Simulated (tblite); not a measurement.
Species: C8H19B.
Bonds: C1–B2, B2–C3, B2–C4, C4–C5, C5–C6, C6–C7, C6–C8, C6–C9. Hydrogens: H10, H11, H12 on C1; H13, H14, H15 on C3; H16, H17 on C4; H18, H19 on C5; H20, H21, H22 on C7; H23, H24, H25 on C8; H26, H27, H28 on C9.

Computed with GFN2-xTB (tblite), gas phase: L-BFGS steps from a force-field or distance-geometry start until the largest atomic force falls under 0.01 eV/Å.

Geometry at step 34:
```
atom  x, y, z in Å
C1      2.8080   -1.1566   -0.9034
B2      2.2778    0.1955   -0.2848
C3      3.3281    1.3431   -0.0044
C4      0.7691    0.4825    0.0888
C5     -0.2740   -0.2360   -0.7608
C6     -1.7207   -0.1469   -0.2495
C7     -2.2322    1.2921   -0.3005
C8     -1.8179   -0.6808    1.1837
C9     -2.6160   -0.9962   -1.1634
H10     3.5950   -0.9893   -1.6385
H11     3.2700   -1.7407   -0.1052
H12     2.0604   -1.7940   -1.3664
H13     4.3753    1.0439   -0.0755
H14     3.1647    2.1178   -0.7578
H15     3.1738    1.8372    0.9557
H16     0.5784    1.5560    0.0955
H17     0.6286    0.1569    1.1215
H18    -0.2303    0.1541   -1.7776
H19     0.0008   -1.2881   -0.8065
H20    -3.2465    1.3416    0.0983
H21    -2.2472    1.6439   -1.3332
H22    -1.5980    1.9465    0.2935
H23    -1.3515   -1.6618    1.2635
H24    -2.8586   -0.7721    1.4859
H25    -1.3278   -0.0112    1.8860
H26    -2.2245   -1.0118   -2.1800
H27    -3.6228   -0.5795   -1.1950
H28    -2.6828   -2.0187   -0.7978
```

Question: What forces act on the atoms?

Answer: 
```json
{"atom": "C1", "Fx (eV/Å)": "0.005", "Fy (eV/Å)": "-0.023", "Fz (eV/Å)": "-0.006"}
{"atom": "B2", "Fx (eV/Å)": "0.247", "Fy (eV/Å)": "0.035", "Fz (eV/Å)": "-0.023"}
{"atom": "C3", "Fx (eV/Å)": "0.006", "Fy (eV/Å)": "0.092", "Fz (eV/Å)": "-0.023"}
{"atom": "C4", "Fx (eV/Å)": "0.123", "Fy (eV/Å)": "-0.008", "Fz (eV/Å)": "0.035"}
{"atom": "C5", "Fx (eV/Å)": "-0.036", "Fy (eV/Å)": "-0.076", "Fz (eV/Å)": "0.013"}
{"atom": "C6", "Fx (eV/Å)": "-0.103", "Fy (eV/Å)": "-0.032", "Fz (eV/Å)": "0.015"}
{"atom": "C7", "Fx (eV/Å)": "0.021", "Fy (eV/Å)": "0.066", "Fz (eV/Å)": "0.020"}
{"atom": "C8", "Fx (eV/Å)": "-0.019", "Fy (eV/Å)": "0.018", "Fz (eV/Å)": "0.012"}
{"atom": "C9", "Fx (eV/Å)": "-0.077", "Fy (eV/Å)": "-0.048", "Fz (eV/Å)": "-0.030"}
{"atom": "H10", "Fx (eV/Å)": "-0.025", "Fy (eV/Å)": "0.027", "Fz (eV/Å)": "0.040"}
{"atom": "H11", "Fx (eV/Å)": "-0.008", "Fy (eV/Å)": "0.015", "Fz (eV/Å)": "-0.002"}
{"atom": "H12", "Fx (eV/Å)": "-0.042", "Fy (eV/Å)": "0.009", "Fz (eV/Å)": "0.011"}
{"atom": "H13", "Fx (eV/Å)": "-0.158", "Fy (eV/Å)": "0.016", "Fz (eV/Å)": "0.041"}
{"atom": "H14", "Fx (eV/Å)": "0.075", "Fy (eV/Å)": "-0.008", "Fz (eV/Å)": "0.024"}
{"atom": "H15", "Fx (eV/Å)": "0.035", "Fy (eV/Å)": "-0.059", "Fz (eV/Å)": "-0.046"}
{"atom": "H16", "Fx (eV/Å)": "-0.059", "Fy (eV/Å)": "0.044", "Fz (eV/Å)": "-0.038"}
{"atom": "H17", "Fx (eV/Å)": "0.130", "Fy (eV/Å)": "-0.021", "Fz (eV/Å)": "0.087"}
{"atom": "H18", "Fx (eV/Å)": "-0.034", "Fy (eV/Å)": "0.061", "Fz (eV/Å)": "-0.074"}
{"atom": "H19", "Fx (eV/Å)": "-0.070", "Fy (eV/Å)": "-0.145", "Fz (eV/Å)": "-0.019"}
{"atom": "H20", "Fx (eV/Å)": "0.093", "Fy (eV/Å)": "0.042", "Fz (eV/Å)": "-0.035"}
{"atom": "H21", "Fx (eV/Å)": "0.024", "Fy (eV/Å)": "0.037", "Fz (eV/Å)": "0.132"}
{"atom": "H22", "Fx (eV/Å)": "-0.066", "Fy (eV/Å)": "0.048", "Fz (eV/Å)": "-0.054"}
{"atom": "H23", "Fx (eV/Å)": "-0.016", "Fy (eV/Å)": "0.022", "Fz (eV/Å)": "-0.032"}
{"atom": "H24", "Fx (eV/Å)": "-0.034", "Fy (eV/Å)": "0.006", "Fz (eV/Å)": "-0.030"}
{"atom": "H25", "Fx (eV/Å)": "-0.030", "Fy (eV/Å)": "0.021", "Fz (eV/Å)": "0.016"}
{"atom": "H26", "Fx (eV/Å)": "-0.070", "Fy (eV/Å)": "-0.008", "Fz (eV/Å)": "0.047"}
{"atom": "H27", "Fx (eV/Å)": "0.035", "Fy (eV/Å)": "-0.118", "Fz (eV/Å)": "0.016"}
{"atom": "H28", "Fx (eV/Å)": "0.054", "Fy (eV/Å)": "-0.014", "Fz (eV/Å)": "-0.097"}
```

The largest, 0.25 eV/Å, acts on B2; the rms over all components is 0.062 eV/Å. The forces sum to zero within rounding, as they must for an isolated molecule in no field.

Question: Give the force on B2 in Eh/bohr and in nN.

Answer: 0.251 eV/Å ÷ 51.422 = 0.00487 Eh/bohr, and 0.251 eV/Å × 1.602 = 0.40 nN.

Question: How far is this geometry from the end of the optimisation?

Answer: 0.113 eV above it, and 0.409 Å rms away after alignment. The bonds farthest from their final lengths, with half the difference of the two atoms' forces along the bond (positive lengthens):

```tsv
bond	now (Å)	final (Å)	force along bond (eV/Å)
C4–C5	1.525	1.531	+0.08
C5–C6	1.537	1.541	+0.03
C5–H19	1.088	1.092	+0.03
C3–H15	1.091	1.088	-0.05
C7–H21	1.091	1.088	-0.06
C3–H13	1.091	1.088	-0.07
```

The angle farthest from its final value is B2–C1–H12, 116.0° against 111.5°.

What follows is the cost of the whole relaxation. The run took 2.9 s of wall time on an Arm Neoverse N1 with one thread, on a shared host.
